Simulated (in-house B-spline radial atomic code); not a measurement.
**CAM-B3LYP excitations of Cs+**

Method: CAM-B3LYP. Computed with an all-electron radial atomic-structure program (B-spline basis): linear response of the closed shell [Kr] 4d10 5s2 5p6 with the functional's adiabatic kernel; scalar-relativistic (spin-free one-electron X2C), finite nucleus, no spin-orbit coupling, no double excitations, S, P, D and F terms only; shells from n = 3 respond. Only terms of natural parity with L up to 3 were computed.

Spin-orbit coupling is strong here, so these LS terms don't match observed levels.

Command:
```bash
python run_td.py task.json out
```
Settings (radii: box in bohr, nucleus in fm):
```
Z                        55
electrons                54
configuration            [Kr] 4d10 5s2 5p6
hamiltonian              x2c
method                   camb3lyp
box_radius               41.61
rms_radius               4.8041
intervals                74
```

Cost of the run: 8.4 s on 1 thread of Arm Neoverse N1, on a shared host.

The lowest states, in the order of their Tamm-Dancoff energies; the method's threshold (minus the highest occupied level) is 21.515 eV. Labels give the largest channel, * marks a mixed state, and oscillator strengths are full-response dipole values. Semilocal kernels can invert the small singlet-triplet splittings of Rydberg terms. Energies in eV:

```tsv
state	full response	Tamm-Dancoff	oscillator strength
5p → 6s 3P	13.147	13.158	-
5p → 6s 1P	13.446	13.459	0.436
5p → 5d 3P	13.709	13.739	-
5p → 5d 3F	13.807	13.874	-
5p → 5d 1F	14.619	14.628	-
5p → 6p 3S	15.426	15.433	-
5p → 6p 3D	?	?	-
5p → 6p 1D	15.686	15.690	-
5p → 6p 1S	16.313	16.386	-
5p → 5d 1P	?	?	?
5p → 7s 3P	17.846	17.848	-
5p → 7s 1P	17.920	17.923	0.148
5p → 6d 3P	18.272	18.276	-
5p → 6d 3F	18.298	18.306	-
5p → 6d 1F	18.415	18.416	-
5p → 7p 3S	18.559	18.561	-
```

Where does 5p → 6p 3D lie?

At 15.604 eV in full response, 15.610 eV in Tamm-Dancoff.

Where does 5p → 5d 1P lie?

At 16.350 eV in full response, 16.574 eV in Tamm-Dancoff, oscillator strength 2.55.

How large is the singlet-triplet splitting of 5p → 6s (P terms) in Tamm-Dancoff?

0.301 eV, from the unrounded values.

What polarisabilities and dispersion coefficient does the method give?

Dipole 16.04 bohr³, quadrupole 90 bohr⁵, C6 139.2 hartree·bohr⁶ for two such species.
